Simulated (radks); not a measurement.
Initial-state core-level shifts of neutral terbium when its valence configuration changes from [Xe] 4f9 6s2. All-electron calculation, Dirac Kohn-Sham, LDA (Slater exchange, Perdew-Wang correlation), spin-unpolarised, spherical densities, finite nucleus; open shells are shared between the two j in proportion to 2j + 1; Fermi nuclear charge, rms radius 5.06 fm. Program: a radial shooting solver on a logarithmic mesh with Libxc functionals. Shifts are changes of the shell-averaged eigenvalues in eV (positive: less bound); the change of the density at the nucleus, which sets a Mossbauer isomer shift, is in e/bohr^3, on a base of 6.839e+05.

| valence | 2s | 2p | 5s | 5p | density at nucleus |
|---|---|---|---|---|---|
| 4f9 5d1 6s1 | +0.803 | +0.802 | +0.919 | +0.861 | -28.89 |
| 4f8 5d1 6s2 | -6.882 | -6.801 | -3.770 | -3.048 | +37.56 |
| 4f7 6s2 6p2 | -22.118 | -21.918 | -14.429 | -12.532 | +116.86 |
| 4f9 6s1 6p1 | -1.389 | -1.390 | -1.440 | -1.423 | -24.03 |
| 4f8.5 6s2 6p0.5 | -4.791 | -4.753 | -3.431 | -3.021 | +24.43 |
| 4f9 5d1 6p1 | -0.335 | -0.337 | -0.267 | -0.324 | -53.80 |
| 4f9 5d2 | +1.121 | +1.118 | +1.331 | +1.233 | -53.79 |
| 4f8.5 6s1.5 6p1 | -5.476 | -5.438 | -4.123 | -3.701 | +10.80 |
